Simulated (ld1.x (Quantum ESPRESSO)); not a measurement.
Ranking TM potentials for Sc (Z = 21)

All share these settings but for the change named:

* Element: scandium
* Generator: ld1.x (Quantum ESPRESSO) 7.5
* Type: norm-conserving Troullier–Martins (Kleinman–Bylander form)
* Functional: Wu–Cohen
* Relativity: scalar-relativistic
* Frozen core: [Ne]
* Valence charge: 11
* Reference configuration: 3s2 3p6 3d1 4s0 4p0 (charge +2)
* Partial waves: 3p (bound): rc 1.30 bohr; 3d (bound): rc 2.90 bohr; 3s (bound): rc 1.35 bohr
* Local potential: the s channel
* Core correction: Bessel-smoothed model core inside 0.65 bohr

Cutoff: the first of the cutoffs (Ry, on a coarse ladder) from which the occupation-weighted sum of valence levels, in a spherical-Bessel basis at the reference potential, stays within 10 and 1 mRy of its value at 400 Ry; the density cutoff is not measured.

The base gives 70 Ry.

Of 8 variants that were run, those that failed, showed a ghost or another fault, or gave nearly equal values are left out.

A variant can come out equal or close to the base.

Q: Rank these variants from softest to hardest (loose cutoff).
A. wave 3s (bound): rc 1.35 bohr becomes 3s (bound): rc 0.86 bohr
B. functional PBE
C. wave 3p (bound): rc 1.30 bohr becomes 3p (bound): rc 0.84 bohr
D. all radii but the core radius scaled by about 0.88 (s 1.18, p 1.14, d 2.54 bohr)

A: B (70 Ry), D (90 Ry), A (110 Ry), C (160 Ry).
